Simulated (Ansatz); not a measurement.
Consider the isomerisation: `FC[BH][SnH3]` → `B[CH2][SnH2][F]`.

Isolated molecules relaxed with PBE0-D4/def2-TZVP in Ansatz; ΔE leaves out vibrations. CBS: MP2 limit from def2 TZ/QZ plus the TZ coupled-cluster correction, frozen cores. Functionals use def2-TZVPP. B3LYP here is the variant with VWN-RPA as its local correlation; programs differ in this. Elements past krypton have def2 core potentials. For Sn outer-core shells are correlated without core-valence functions, which leaves a few kJ/mol of doubt a bond. One conformer a species, not always the lowest.

| level | ΔE (kJ/mol) | difference from CCSD(T)/CBS |
| --- | --- | --- |
| PBE-D4 | -158.6 | 19.7 |
| r2SCAN-D4 | -168.1 | 10.2 |
| PBE0-D4 | -158.3 | 20.0 |
| B3LYP-D4 | -164.0 | 14.3 |
| ωB97X-V | -162.4 | 15.9 |
| ωB97M-V | -165.0 | 13.3 |
| r2SCAN | -168.0 | 10.3 |
| PBE0 | -157.6 | 20.7 |
| MP2/def2-TZVPP | -182.9 | -4.6 |
| SCS-MP2/def2-TZVPP | -178.0 | 0.3 |
| CCSD/def2-TZVPP | -163.7 | 14.6 |
| CCSD(T)/def2-TZVPP | -166.7 | 11.6 |
| HF/def2-QZVPP | -164.5 | 13.8 |
| SCS-MP2/def2-QZVPP | -185.7 | -7.4 |
| HF/CBS(def2) | -165.1 | 13.2 |
| CCSD/CBS(def2) | -175.3 | 3.0 |
| CCSD(T)/CBS | -178.3 | 0 |

Largest T1 diagnostic among the species: 0.013.

In def2-TZVPP, CCSD(T) changes the Hartree–Fock value by −6.7 kJ/mol (the triples alone add −3.0 kJ/mol) and MP2 by −22.8 kJ/mol.
